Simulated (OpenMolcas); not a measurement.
Pd4+ (d6) among equal point charges was computed by CASSCF with the d shell active (OpenMolcas, ANO-RCC-VTZP on the metal). Its lowest spin-free states, and all those of the highest spin:

| 2S+1 | Degeneracy | E (cm-1) |
| --- | --- | --- |
| 5 | 2 | 0.0 |
| 5 | 2 | 485.3 |
| 5 | 1 | 6171 |
| 3 | 1 | 17817 |
| 3 | 1 | 19538 |
| 3 | 1 | 19556 |
| 3 | 2 | 19614 |
| 3 | 2 | 21656 |
| 3 | 2 | 21761 |
| 3 | 2 | 23083 |
| 3 | 1 | 23399 |
| 3 | 2 | 24263 |

Is the site octahedral, tetrahedral or cube-like, axial, or of lower symmetry?

The states with 2S+1 = 5 have orbital degeneracies 2, 2, 1. There are pairs but no triples, so the site is axial: not cubic, but with a proper or improper axis of order three or more. The run had Pd4+ among 5 point charges of -2 e arranged as a trigonal bipyramid (D3h), 2.01 Å from the ion.

An orbital doublet at a regular site is open to a Jahn-Teller distortion, which this geometry leaves out. Without dynamic correlation the repulsion within the d shell is too large (B by tens of per cent), so at a given field states of lower spin stand too high. Point charges give a weaker field than real ligands, and real ions of this kind are as a rule low spin; the high spin found here belongs to the model. This is an electrostatic model: the charges have no orbitals. No measured value stands beside these numbers.
